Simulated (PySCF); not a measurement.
Molecule: C3H4O, charge 0, multiplicity 1. 
Coordinates optimised at B3LYP-D3(BJ)/def2-TZVP (Ansatz):
```xyz
8

C     -0.3771     1.0863     0.1628
C     -1.1239    -0.2898     0.0411
C      0.3346    -0.1776    -0.0455
O      1.3819    -0.7333    -0.1877
H     -0.3401     1.5520     1.1409
H     -0.4647     1.7796    -0.6657
H     -1.6886    -0.4755    -0.8653
H     -1.5639    -0.7030     0.9413
```

Dispersion corrections to the total energy (kcal/mol) from the dftd3 and dftd4 libraries through PySCF: D3(BJ) without and D4 with the three-body term, each with the damping fitted for the functional named.

```
functional  D3(BJ)     D4
----------  ------  -----
TPSS           ___  -3.53
BP86         -4.19  -3.31
PBE          -2.83  -2.60
B2GP-PLYP    -1.53    ___
BHLYP        -3.65  -2.81
revPBE       -7.60  -9.63
LC-wPBE      -2.47    ___
```

Problem. Some entries are withheld; supply them.

Solution. 
- TPSS, D3(BJ): -3.49
- B2GP-PLYP, D4: -1.05
- LC-wPBE, D4: -2.86
